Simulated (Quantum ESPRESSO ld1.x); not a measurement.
Task: Pb32+, 50 electrons, occupied as [Kr] 4d10 4f4. Method: Dirac Kohn-Sham, PBE, spin-unpolarised, spherical densities, point nucleus; open shells fill j = l - 1/2 first; computed with ld1.x of Quantum ESPRESSO 7.5. Some entries of the table are withheld. Estimate them.

orbital  occ.  eigenvalue (hartree)  <1/r> (bohr^-1)  r(max) (bohr)
1s1/2       2            -3276.0641            101.5       0.009835
2s1/2       2             -620.6259            25.08        0.05736
2p1/2       2             -597.5934            25.01            (1)
2p3/2       4             -517.1307            19.96            (2)
3s1/2       2             -181.3190            9.226         0.1612
3p1/2       2             -171.0083            9.129            (3)
3p3/2       4             -152.9178            7.816            (4)
3d3/2       4             -136.0811            7.704         0.1287
3d5/2       6             -132.2338            7.413         0.1329
4s1/2       2                   (5)              (6)         0.3545
4p1/2       2              -66.2276            4.030         0.3508
4p3/2       4              -61.1779            3.590         0.3786
4d3/2       4              -53.9013            3.443         0.3652
4d5/2       6              -52.8853            3.347         0.3731
4f5/2       4              -43.7891            3.131         0.3142
4f7/2       0              -43.5152            3.097         0.3173
5s1/2       0              -36.6289            2.166         0.6783
5p1/2       0                   (7)            2.108         0.6887
5p3/2       0                   (8)            1.943         0.7310

Result: 
(1) 2p1/2 r(max) (bohr): 0.04198
(2) 2p3/2 r(max) (bohr): 0.04970
(3) 3p1/2 r(max) (bohr): 0.1502
(4) 3p3/2 r(max) (bohr): 0.1657
(5) 4s1/2 eigenvalue (hartree): -70.7252
(6) 4s1/2 <1/r> (bohr^-1): 4.123
(7) 5p1/2 eigenvalue (hartree): -34.6332
(8) 5p3/2 eigenvalue (hartree): -32.8110
